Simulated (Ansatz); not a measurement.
SnHMe2Et (C₄H₁₂Sn). Total charge 0; singlet. Geometry B3LYP-D4/def2-SVP, basis def2-TZVP, Ansatz.

```xyz
17

C     1.1668   -0.6678   -1.7375
C     1.8064   -0.6886    1.7599
C    -1.0448    1.0396    0.4605
C    -2.2366    1.0472   -0.4992
Sn    0.2547   -0.7032    0.2368
H    -0.6997   -2.1415    0.3955
H     1.7864   -1.5639   -1.8900
H     1.8036    0.2240   -1.8380
H     0.3912   -0.6386   -2.5172
H     1.3565   -0.7046    2.7637
H     2.4196    0.2197    1.6612
H     2.4572   -1.5687    1.6501
H    -0.4116    1.9305    0.3118
H    -1.3817    1.0671    1.5101
H    -2.8647    1.9456   -0.3663
H    -1.9149    1.0322   -1.5540
H    -2.8885    0.1709   -0.3473
```

```
run  HOMO (eV)  LUMO (eV)
  A      -9.95       2.56
  B      -7.33       0.66
  C      -8.38       1.25
  D      -6.19      -0.16
  E      -6.40       0.33
  F      -6.06      -0.17
```

In the def2 sets Sn takes a core potential; there is no spin–orbit coupling. LC-ωPBE has ω = 0.4 bohr⁻¹. Another isomer (singlet) lies 0.36 eV lower at PBE0-D4/def2-TZVP; other spin states weren't run for this one.

Question: The runs used BHLYP, BLYP, LC-ωPBE, PBE, PBE0, r2SCAN. Estimate which is which.

Answer: A LC-ωPBE (range-separated); B PBE0 (25 % exact exchange); C BHLYP (50 % exact exchange); D PBE (0 % exact exchange); E r2SCAN (0 % exact exchange); F BLYP (0 % exact exchange). Exact exchange lowers occupied and raises empty levels; among semilocal functionals meta-GGAs tend to open the gap a little, and such runs are hard to tell apart. The gap grows from 5.89 eV (BLYP) to 12.51 eV (LC-ωPBE).
